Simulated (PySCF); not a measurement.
CH6O2Si2, SMILES C1[SiH2][Si@H](O1)O.

The structure is a stationary point at ωB97X-D3(BJ)/def2-SVP. The structure was generated by enumeration; whether it is a known compound was not checked. The values are those of a single conformer.

Two levels are set side by side: TDA-PBE/def2-SVPD (PySCF) and TDA-PBE0/def2-SVPD (PySCF). Vertical, same geometry. The lowest singlet is HOMO→LUMO 91 % with PBE and HOMO→LUMO 94 % with the other functional; states are paired by order. Differences are taken from unrounded values.

```tsv
quantity	TDA-PBE0	TDA-PBE	TDA-PBE minus TDA-PBE0
lowest singlet excitation (eV)	6.03	5.51	-0.52
lowest triplet excitation (TDA) (eV)	5.12	4.83	-0.29
first bright state (f over 0.05) (eV)	6.63	6.24	-0.39
its oscillator strength	0.15	0.06	-0.09
```

A lower first singlet is the usual sign of a functional without exact exchange. Differences between two approximate levels are no errors against the true value.

Rough cost on one machine, each run with all the roots and properties that it gave: TDA-PBE0 against TDA-PBE about 2 times.
